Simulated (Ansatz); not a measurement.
Ansatz (an electronic-structure program) input (B3LYP/6-31G*):

Ansatz 0.2 input:
```yaml
crystal:
  periodic: [false, false, false]
  atoms:
    - {symbol: Be, position_ang: [-0.00287258, 0.57772651, -0.10476885]}
    - {symbol: F, position_ang: [1.15494296, -0.21768311, -0.50079070]}
    - {symbol: F, position_ang: [-1.15366625, -0.03908423, 0.54735464]}
basis:
  gaussian:
    orbitals: 6-31G*
hamiltonian:
  xc: {name: B3LYP}
total_charge: -1
magnetization: {spin_polarized: true, initial_magnetization: 1}
phonons: {temperatures: {t_min: 298.15, t_max: 298.15, t_step: 100}}
```

Task: Which harmonic wavenumbers does it give?

Result: 381, 873, 1134 cm⁻¹ (unscaled; negative means imaginary).
